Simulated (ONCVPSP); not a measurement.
Building the ONCV potential for Xe (LDA (Perdew-Wang 92), scalar-relativistic).

- Element: xenon (Xe)
- Generator: ONCVPSP 4.0.1
- Type: optimised norm-conserving Vanderbilt (ONCV)
- Functional: LDA (Perdew-Wang 92)
- Relativity: scalar-relativistic
- Frozen core: [Kr]
- Valence charge: 18
- Reference configuration: 4d10 5s2 5p6
- Partial waves: 5s: rc 1.45 bohr, ncon 4, nbas 7, qcut 4.1 1/bohr, 1 projector; 5p: rc 1.85 bohr, ncon 4, nbas 8, qcut 4.3 1/bohr, 2 projectors, debl 0.4 Ha; 4d: rc 1.35 bohr, ncon 4, nbas 8, qcut 11.9 1/bohr, 2 projectors, debl 0.7 Ha
- Local potential: polynomial inside 0.85 bohr (lpopt 5, dvloc0 1 Ha)
- Core correction: none

In the d channel the program set the typed energies aside and used -2.185, 0.250 Ha.

* Cutoffs needed: 52 Ha and 62 Ha (the cutoffs (Ha) at which the residual kinetic energy of the hardest occupied pseudo-wave falls to 1 and 0.1 mHa per electron)
* Ghost test: ghosts flagged at negative energy: s at -460.3 eV, p at -109.9 eV; GHOST(+) flagged for s at 32.0 eV; a true bound ghost makes a file unfit for plane-wave use
* Configuration tests: 1 of 4 tests not solved or not reliable
